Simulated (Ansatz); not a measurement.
A nudged elastic band was laid between two geometries of C$_{2}$H$_{6}$AlNSe (11 atoms, charge 0, multiplicity 1).

Method: RKS PBE0/def2-SVP (Ansatz).

* movable images: 5
* climbing image: yes
* spring: 5.0 eV/Å²
* optimiser: quadratic models (default)
* start path: through a guess of the saddle point
* force threshold: 0.05 eV/Å
* iteration limit: 60
* end points: relaxed

Initial state:

```xyz
11
Properties=species:S:1:pos:R:3
N -1.056 0.437 0.350
C 0.168 0.705 -0.465
C 0.602 -0.713 -0.847
Al 0.418 -0.836 1.131
Se 1.451 1.321 0.943
H -1.363 1.262 0.869
H -1.829 0.079 -0.220
H 0.023 1.465 -1.251
H 1.612 -0.741 -1.277
H -0.112 -1.194 -1.541
H 0.152 -1.842 2.328
```

Final state:

```xyz
11
Properties=species:S:1:pos:R:3
N -1.264 1.058 -0.707
C -0.003 0.669 -0.239
C 0.372 -0.788 -0.529
Al 1.109 -1.151 1.254
Se 0.273 0.871 1.885
H -1.493 2.028 -0.509
H -2.015 0.461 -0.369
H 0.764 1.368 -0.596
H 0.958 -0.885 -1.457
H -0.551 -1.377 -0.682
H 1.916 -2.312 1.969
```

(1) What changes between the two ends?

(2) What energy profile does the band end with?

(3) What is the geometry of the highest image?

(4) What are the harmonic wavenumbers there?

## Answers

(1) Bonds broken: N1–Al4.

(2) The run converged. The highest image is number 4 of 0 to 6, 11.5 kcal/mol above the first end and 5.5 kcal/mol above the last; the last end lies 6.0 kcal/mol above the first. A vibrational analysis at the climbing image gives one clearly imaginary mode, 350i cm⁻¹: a first-order saddle point. The orbitals stay closed-shell, which can raise the energy where a bond breaks towards radicals; this wasn't checked here.

```
image  path coordinate (Å)  energy (kcal/mol)  N1–Al4 (Å)
    0                 0.00                0.0        2.10
    1                 0.72                4.3        2.43
    2                 1.45                8.2        2.89
    3                 2.17                9.6        3.22
    4                 2.89               11.5        3.43
    5                 3.69                6.4        3.65
    6                 4.49                6.0        3.79
```

(3) 
```xyz
11
Properties=species:S:1:pos:R:3
N -1.346 0.950 -0.153
C 0.024 0.718 -0.270
C 0.347 -0.754 -0.558
Al 0.988 -1.128 1.262
Se 1.047 1.123 1.579
H -1.690 1.891 -0.273
H -1.973 0.215 -0.444
H 0.544 1.435 -0.924
H 1.212 -0.820 -1.240
H -0.489 -1.273 -1.054
H 1.403 -2.414 2.095
```

(4) 350i, 60, 230, 256, 349, 399, 419, 459, 551, 573, 619, 699, 918, 1027, 1053, 1140, 1176, 1284, 1379, 1413, 1604, 1938, 3065, 3089, 3130, 3638, 3763 cm⁻¹.

Run time: 3.6 min on 2 threads of Arm Neoverse V2, on a shared host, peak memory 0.32 GiB.
